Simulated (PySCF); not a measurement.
**A search over the determinants of BeF⁺**

Unrestricted PBE0; PySCF, spin-free X2C with a Gaussian nucleus, basis sets Be jorge-DZP-DKH, F jorge-DZP-DKH. Outer shells of the fragments: Be+ 2s1; F 2s2 2p5.

Followed along the bond (rough minima from three points):

| 2Ms+1 | unpaired | ⟨S²⟩ at the start | R at minimum (Å) | Te (eV) |
| --- | --- | --- | --- | --- |
| 1 | none | 0.00 | 1.38 | 0.00 |
| 3 | σ ↑, π ↑ | 2.00 | none in the scan | ≤ 4.72 |

Solutions found at the starting distance of 1.675 Å, counted from the lowest of them; the search is not exhaustive and high or unbound solutions are not listed, so other states can lie among these:

| 2Ms+1 | unpaired | term | E (eV) | ⟨S²⟩ | ⟨Lz²⟩ | μ (D) |
| --- | --- | --- | --- | --- | --- | --- |
| 1 | none | ¹Σ⁺ | 0.00 | 0.00 | 0.00 | -9.70 |
| 3 | σ ↑, π ↑ | ³Π | 3.79 | 2.00 | 1.00 | -2.66 |
| 1 | σ ↑, π ↓ | mixed | 3.84 | 1.00 | 1.00 | -2.60 |
| 3 | σ ↑↑ | ³Σ⁺ | 5.02 | 2.00 | 0.00 | -2.74 |
| 3 | π ↑↑ | mixed | 6.69 | 2.00 | 2.00 | -4.29 |
| 3 | π ↑↑ | mixed | 6.84 | 2.00 | 2.00 | -4.25 |
| 3 | σ ↑, π ↑ | ³Π | 8.04 | 2.00 | 1.00 | -4.32 |

A term symbol is given only where ⟨S²⟩ and ⟨Lz²⟩ are close to those of a pure state; real π, δ and φ orbitals otherwise mix terms. A positive dipole points towards F; it is taken about the centre of mass and depends on that origin.

Counting both spins, an empty level lies below a filled one in some of these solutions, because spin and occupation are held.
